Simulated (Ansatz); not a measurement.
Input and output for `C[O][Ge][S]C`.

```yaml
crystal:
  periodic: [false, false, false]
  atoms:
    - {symbol: C, position_ang: [-1.877933, 0.941225, -0.549038]}
    - {symbol: O, position_ang: [-0.623904, 0.494318, -0.089791]}
    - {symbol: Ge, position_ang: [0.381545, 1.528727, 0.978397]}
    - {symbol: S, position_ang: [2.105144, 0.139630, 1.218355]}
    - {symbol: C, position_ang: [1.735600, -1.356756, 0.264885]}
    - {symbol: H, position_ang: [-1.880988, 0.967659, -1.642832]}
    - {symbol: H, position_ang: [-2.131948, 1.944479, -0.182050]}
    - {symbol: H, position_ang: [-2.658498, 0.249635, -0.218127]}
    - {symbol: H, position_ang: [1.727342, -2.207877, 0.944985]}
    - {symbol: H, position_ang: [2.520181, -1.495828, -0.478150]}
    - {symbol: H, position_ang: [0.768960, -1.262211, -0.225934]}
basis:
  gaussian: {orbitals: aug-cc-pVTZ}
magnetization: {spin_polarized: true, initial_magnetization: 2}
hamiltonian: {xc: {name: wB97X}}
scf: {lower_state_search: full}
output: {forces: true}
```

```sh
$ ansatz run in.yaml --threads 4 --pin off --events-out ev --progress --plain --max-ram 10444MiB
```

Shortened log:

```
Functional definition: wB97X
1815 factors; their error is unknown
598 factors; integrals over basis functions are off by at most 2.7e-5 eV
mean field evaluation 1: about -71561.4079 eV, gradient 4.6e1 eV
mean field evaluation 2: about -71549.4492 eV, gradient 7.4e1 eV
mean field evaluation 4: about -71571.0177 eV, gradient 4.7e0 eV
mean field evaluation 8: about -71571.2735 eV, gradient 5.6e-1 eV
mean field evaluation 16: about -71573.1897 eV, gradient 4.1e0 eV
mean field evaluation 64: about -71571.1949 eV, gradient 1.2e-1 eV
mean field evaluation 96: about -71571.1962 eV, gradient 4.9e-2 eV
mean field evaluation 160: about -71571.3466 eV, gradient 5.9e-2 eV
mean field evaluation 192: about -71571.1970 eV, gradient 1.3e-1 eV
mean field evaluation 256: about -71572.9044 eV, gradient 2.1e-1 eV
mean field -71573.46291040 eV, -2630.2762477216 hartree, gradient 1.8e-5 eV, S^2 2.008832; 12 other end points of the search recorded, 0 dependent functions left out
reference -71573.46286938 eV, -2630.2762462143 hartree; 38, 36 occupied and 347, 349 virtual orbitals, 1815 factors
Total energy: -71573.46286938 eV, -2630.2762462143 hartree
Atom 0 at    -1.877933     0.941225    -0.549038 Å, force    -0.401251    -0.004414    -0.221153 eV/Å
Atom 1 at    -0.623904     0.494318    -0.089791 Å, force    -0.411394     0.516914     0.035676 eV/Å
Atom 2 at     0.381545     1.528727     0.978397 Å, force    -0.181404    -0.355299    -0.275762 eV/Å
Atom 3 at     2.105144     0.139630     1.218355 Å, force     1.178169    -0.155002     0.558606 eV/Å
Atom 4 at     1.735600    -1.356756     0.264885 Å, force    -0.247214    -0.037598    -0.143905 eV/Å
Atom 5 at    -1.880988     0.967659    -1.642832 Å, force     0.003677     0.031667     0.063893 eV/Å
Atom 6 at    -2.131948     1.944479    -0.182050 Å, force    -0.009789    -0.173254    -0.092384 eV/Å
Atom 7 at    -2.658498     0.249635    -0.218127 Å, force     0.036055     0.061412     0.004649 eV/Å
Atom 8 at     1.727342    -2.207877     0.944985 Å, force    -0.056975     0.105064     0.001093 eV/Å
Atom 9 at     2.520181    -1.495828    -0.478150 Å, force    -0.069191     0.096234     0.026966 eV/Å
Atom 10 at     0.768960    -1.262211    -0.225934 Å, force     0.159317    -0.085724     0.042322 eV/Å
Dipole moment:    -0.267356    -0.092729    -0.192625 e Å
```

It took 3.7 min on 4 threads of an INTEL XEON PLATINUM 8581C on a shared host, with 3.7 GiB of host memory at the peak.
